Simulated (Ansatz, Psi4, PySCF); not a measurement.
System: C₃H₂F₃ (charge 0, doublet). SMILES: C=C(F)[C](F)F
Geometry: optimised at B3LYP-D3(BJ)/def2-TZVP (Ansatz, a quantum-chemistry and plane-wave program).

Property: atomisation energy, in kcal/mol. Conventions: LANL2DZ all-electron up to Ne; UHF or UKS for open shells; valence correlation only; six Cartesian d functions in 6-31G* and its kin unless marked 5d; atomisation electronic, to ground-state atoms; 6-311+G** with 5d; spin-orbit terms left out; non-relativistic; dispersion terms only where a functional's name holds one. Ab initio and DFT rows: single points at B3LYP-D3(BJ) geometries (Ansatz). A UHF reference is markedly spin-contaminated in at least one set, which strains HF and MP2.

```
level                           program  atomisation energy (kcal/mol)
-----------------------  --------------  -----------------------------
HF/STO-3G                        Ansatz                          586.4
HF/6-311+G**                     Ansatz                          540.6
PBE/LANL2DZ                      Ansatz                          771.7
BLYP/6-31G*                      Ansatz                          807.6
B3LYP/STO-3G                     Ansatz                          856.7
B3LYP/3-21G                      Ansatz                          771.4
B3LYP/LANL2DZ                    Ansatz                          718.4
B3LYP/6-31G*                     Ansatz                          793.9
B3LYP/cc-pVDZ                    Ansatz                          780.1
PBE0/6-31G*                      Ansatz                          806.4
wB97X-D/6-311+G**                  Psi4                          780.2
MP2/LANL2DZ                      Ansatz                          624.9
MP2/6-31G*                       Ansatz                          752.5
B3PW91/6-31G* (5d)                PySCF                          802.1
B3LYP-D3(BJ)/def2-TZVPD  Ansatz + dftd3                          791.5
```

No value to compare with is used here. The 14 habitual levels span 540.6 (HF/6-311+G**) to 856.7 kcal/mol (B3LYP/STO-3G); B3LYP-D3(BJ)/def2-TZVPD gives 791.5.

The levels are drawn from those run, B3LYP/6-31G* more often than the rest, none by its result; left out are runs that failed, that the program found above a lower state of the same kind, or whose <S^2> lies over 0.5 above the pure value.
